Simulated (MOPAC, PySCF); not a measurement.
BBr2F, SMILES `FB(Br)Br`, neutral singlet in the gas phase. 

Cartesian coordinates (Å):
```xyz
4

F     -0.0162     1.4470    -0.0032
B     -0.0015     0.1362    -0.0003
Br     1.6805    -0.7729     0.0011
Br    -1.6628    -0.8103     0.0023
```
Charge 0, spin multiplicity 1.

All levels are single points at this geometry (B3LYP-D3(BJ)/def2-TZVP); Pople sets use spherical d functions. Orbital energies aren't observables, and empty levels follow the basis.

| level | HOMO (eV) | LUMO (eV) | gap (eV) | dipole (D) | vertical IE, Delta-SCF (eV) |
|---|---|---|---|---|---|
| PBE-D3(BJ)/def2-TZVP in PySCF | -7.32 | -2.31 | 5.01 | 0.28 | 10.47 |
| ωB97X-D3(BJ)/def2-TZVP in PySCF | -11.06 | 0.82 | 11.88 | 0.25 | 11.26 |
| B3LYP/3-21G in PySCF | -8.00 | -1.19 | 6.82 | 0.09 | – |
| B3LYP/6-311+G** (LANL2DZ on Br) in PySCF | -8.36 | -1.50 | 6.87 | 0.19 | – |
| B3LYP/6-31G* in PySCF | -8.26 | -1.35 | 6.91 | 0.00 | 10.76 |
| B3LYP/LANL2DZ in PySCF | -8.46 | -1.83 | 6.64 | 0.44 | – |
| BP86/6-31G* in PySCF | -7.32 | -2.18 | 5.13 | 0.06 | – |
| M06-2X/6-31G* in PySCF | -9.85 | -0.34 | 9.51 | 0.01 | – |
| PBE/6-31G* in PySCF | -7.21 | -2.10 | 5.11 | 0.06 | 10.42 |
| SVWN5/6-31G* in PySCF | -7.36 | -2.36 | 5.00 | 0.04 | 10.64 |
| HF/3-21G in PySCF | -11.45 | 2.51 | 13.96 | 0.13 | – |
| AM1 in MOPAC | -11.34 | -1.36 | 9.97 | 0.46 | – |
| PM3 in MOPAC | -11.94 | -1.63 | 10.31 | 0.14 | – |
